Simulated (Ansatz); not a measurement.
A set of 12 reactions (ligand exchange), with CCSD(T)/CBS values in kJ/mol:

| reaction | ΔE |
| --- | --- |
| `[CH3][Zr]([NH2])([NH2])[Cl]` + HCl → `[NH2][Zr]([NH2])([Cl])[Cl]` + CH₄ | -219.7 |
| `O[SiH2]O[SiH](O)O` + H–F → `O[SiH](O)O[SiH2]F` + H₂O | -39.6 |
| `FB(Cl)Br` + HBr → `ClB(Br)Br` + H–F | 58.9 |
| `FBN([SiH3])[SiH3]` + `CC[SiH2]O` → `CC[SiH2]O[SiH3]` + `FBN[SiH3]` | -59.6 |
| `O=C[BH][GeH3]` + CH₃OH → `COBC=O` + GeH₄ | -155.6 |
| `C[NH][Hf]([OH])([Cl])[Cl]` + HI → `[OH][Hf]([Cl])([Cl])[I]` + CH₃NH₂ | -78.2 |
| `C#C[Si](Cl)(Cl)Cl` + `OB(O)O` → `OB(O)O[Si](Cl)(Cl)Cl` + `C#C` | -71.4 |
| `[NH]=[Mo](=[NH])([Cl])[Cl]` + NH₃ → `[NH]=[Mo](=[NH])([NH2])[Cl]` + HCl | 63.2 |
| `F[SiH2]N[SiH2][SiH3]` + `CBO` → `CBO[SiH2]F` + `N[SiH2][SiH3]` | -22.7 |
| `[F][Ge][Cl]` + `CNC` → `C[N](C)[Ge][Cl]` + H–F | 18.6 |
| `[NH2][In]([NH2])[SH]` + `O[SiH3]` → `[NH2][In]([SH])[O][SiH3]` + NH₃ | -46.2 |
| `C[CH](C)[Ge][F]` + H₂S → `[F][Ge][SH]` + `CCC` | -125.0 |

Isolated molecules relaxed with PBE0-D4/def2-TZVP in Ansatz; ΔE leaves out vibrations. CBS: MP2 limit from def2 TZ/QZ plus the TZ coupled-cluster correction, frozen cores. This one scheme is used for every species. Functionals use def2-TZVPP. B3LYP here is the variant with VWN-RPA as its local correlation; programs differ in this. def2 core potentials past Kr. For Br, Ge, Hf, I, In, Mo, Zr outer-core shells are correlated without core-valence functions, which leaves a few kJ/mol of doubt a bond. Scalar relativity is left out up to krypton. Each species was taken in one conformer, which may not be the lowest.

Give the mean, mean absolute and largest difference (level minus CCSD(T)/CBS, kJ/mol) for: PBE-D4, B3LYP-D4, ωB97M-V, B2PLYP, PBE, PBE0, B3LYP, HF/def2-TZVPP, SCS-MP2/def2-TZVPP, CCSD/def2-TZVPP, CCSD(T)/def2-TZVPP, MP2/def2-QZVPP, SCS-MP2/def2-QZVPP, MP2/CBS(def2). (Best estimate.)

Ansatz gave: 
```csv
level,mean,mean absolute,largest
PBE-D4,4.5,7.0,16.0
B3LYP-D4,0.3,5.6,14.5
ωB97M-V,1.9,5.2,19.4
B2PLYP,0.3,6.5,16.9
PBE,5.0,8.3,19.3
PBE0,2.6,5.8,17.0
B3LYP,1.1,9.9,30.2
HF/def2-TZVPP,-4.6,17.4,42.0
SCS-MP2/def2-TZVPP,0.1,3.5,-10.3
CCSD/def2-TZVPP,0.9,4.3,11.9
CCSD(T)/def2-TZVPP,1.1,2.5,7.6
MP2/def2-QZVPP,-0.9,4.6,14.9
SCS-MP2/def2-QZVPP,-0.6,3.8,11.3
MP2/CBS(def2),-1.2,5.3,16.5
```

The largest T1 diagnostic in the set is 0.021, for `[NH]=[Mo](=[NH])([NH2])[Cl]` (customary mark 0.02).

CCSD(T)/CBS is a level of theory with its own doubt, and the functionals carry their triple-zeta basis error, so these figures describe this set and don't rank the functionals.
